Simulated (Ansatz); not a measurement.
`ClB1C=C1`. Total charge 0; spin multiplicity 1. Geometry: relaxed with PBE0-D4/def2-TZVP.

```xyz
6

Cl   -0.737   -0.557    2.371
B    -0.237   -0.179    0.762
C     0.663   -0.316   -0.383
C    -0.385    0.526   -0.511
H     1.497   -0.661   -0.979
H    -0.802    1.187   -1.260
```

(1) What is the dipole moment at B3LYP/def2-TZVPP? (Best estimate.)

(2) And with PBE, r2SCAN, ωB97M-V? (An estimate is asked.)

(3) Give the Mulliken charges with B3LYP, ωB97M-V, PBE in def2-TZVPP. (Estimate.)

Results:

(1) Computed: 1.98 D, with components (0.57, 0.43, -1.84) D in this frame, pointing from negative to positive charge.

(2) Computed: PBE 1.91 D, r2SCAN 1.99 D, ωB97M-V 2.00 D.

(3) Computed: 
```csv
atom,B3LYP,ωB97M-V,PBE
Cl1,-0.14,-0.11,-0.12
B2,0.01,-0.04,-0.03
C3,-0.08,-0.07,-0.06
C4,-0.08,-0.07,-0.06
H5,0.15,0.15,0.13
H6,0.15,0.15,0.13
```

B3LYP here is the variant with VWN-RPA as its local correlation; programs differ in this.
